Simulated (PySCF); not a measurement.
Hg²⁺: excitation energy

Hg²⁺ [Xe] 4f14 5d10 (1S) → Hg²⁺ [Xe] 4f14 5d9 6s1 (3D), as a difference of total energies. Computed with PySCF 2.14 in aug-cc-pVTZ-PP with ECP60MDF, with a scalar-relativistic core potential. Correlated levels: valence: 5s2 5p6 frozen. The calculations carry no spin-orbit coupling.

```
           method  excitation energy (cm⁻¹)
              UHF                     47365
    MP2 (valence)                     50622
SCS-MP2 (valence)                     51408
   CCSD (valence)                     49851
CCSD(T) (valence)                     49968
```
